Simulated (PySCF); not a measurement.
# Bi: excitation energy

Bi [Xe] 4f14 5d10 6s2 6p3 (4S) → Bi [Xe] 4f14 5d10 6s1 6p4 (4P), as a difference of total energies. Calculation: PySCF 2.14, in aug-cc-pwCVDZ-PP with ECP60MDF (6s5p4d1f, 48 functions); a scalar-relativistic core potential. Correlated levels: valence: 5s2 5p6 5d10 frozen; valence and next inner shell: nothing frozen outside the core potential. The calculations carry no spin-orbit coupling.

```csv
method,excitation energy (eV)
UHF,9.317
LDA,10.116
PBE,9.939
PBE0,9.853
r2SCAN,9.826
wB97X-V,9.841
wB97X,9.868
HSE06,9.854
MN15,10.229
MP2 (valence),9.265
SCS-MP2 (valence),9.246
MP2 (valence and next inner shell),9.984
SCS-MP2 (valence and next inner shell),9.858
```

How much does correlation contribute at MP2 (valence and next inner shell)?

9.984 − (9.317) = 0.667 eV, measured against UHF.

Spin-orbit coupling is strong in these open shells (close to jj coupling). The scalar numbers leave it out and a first-order estimate fails, so it can dominate the gap to the real levels.

The upper state lies above the first ionisation limit, where it may autoionise and the basis confines it.
